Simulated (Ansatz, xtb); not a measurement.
Two isomers of BrH5NSi2+

Structure a: `Br[Si@H]1[NH2+][SiH2]1`, a singlet. Structure b: `[SiH3]/[NH+]=[SiH]/Br`, a singlet. Both are isolated ions in the gas phase, relaxed with PBE0-D3(BJ)/def2-SVP, each in the lowest conformer that the search found.

Quicker runs give these differences E(b) − E(a): GFN2-xTB −26.5 kcal/mol; HF/STO-3G −1.7 kcal/mol (at GFN2-xTB geometries); r2SCAN-D4/def2-SVP −3.9 kcal/mol (at GFN2-xTB geometries).

Task: Estimate E(b) − E(a) at the level CCSD(T)/def2-SVP + ΔMP2/def2-TZVPP.

Result: Calculated at CCSD(T)/def2-SVP + ΔMP2/def2-TZVPP: E(b) − E(a) = −7.7 kcal/mol, so structure b lies lower.

How the difference moves with the method:

```csv
level,geometry,E(b) − E(a) (kcal/mol),departure from the last row (kcal/mol),"job, with rough time for the two"
GFN2-xTB,GFN2-xTB,−26.5,−18.8,"optimisation, 0.25 s"
HF/STO-3G,GFN2-xTB,−1.7,+6.0,"single point, 0.28 s"
r2SCAN-D4/def2-SVP,GFN2-xTB,−3.9,+3.8,"single point, 2 s"
PBE0-D3(BJ)/def2-SVP,PBE0-D3(BJ)/def2-SVP,−0.4,+7.3,"optimisation, 28 s"
HF/def2-SVP,PBE0-D3(BJ)/def2-SVP,−10.3,−2.7,part of the CCSD(T) run
MP2/def2-SVP,PBE0-D3(BJ)/def2-SVP,−7.2,+0.5,part of the CCSD(T) run
CCSD(T)/def2-SVP,PBE0-D3(BJ)/def2-SVP,−6.6,+1.1,single point
CCSD(T)/def2-SVP + ΔMP2/def2-TZVPP,PBE0-D3(BJ)/def2-SVP,−7.7,,"single point, 17 s"
```

As drawn, b has 1 N=Si, 1 Si–H in place of 1 N–Si, 1 Si–Si, 1 N–H. Structure a has a 3-membered ring, b no ring.

PBE0-D3(BJ)/def2-SVP finds them nearly level. The largest departure from CCSD(T)/def2-SVP + ΔMP2/def2-TZVPP is that of GFN2-xTB, 18.8 kcal/mol. The last row adds to CCSD(T) the change of the MP2 difference between the two basis sets, here −1.1 kcal/mol.

With harmonic frequencies from PBE0-D3(BJ)/def2-SVP (ideal gas, rigid rotor, one conformer each, 298.15 K, 1 atm): on the last row, ΔE + ΔZPE = −9.6, ΔH = −9.3, ΔG = −10.2 kcal/mol.

The correlated steps freeze 20 core orbitals; the filled d shell of Br is correlated, in a basis made for valence electrons. Mirror images aren't counted in ΔG. Run with Ansatz 0.2.0, xtb 6.7.1; the last row on 2 threads of Intel(R) Xeon(R) 6975P-C (Granite Rapids) on a shared host.
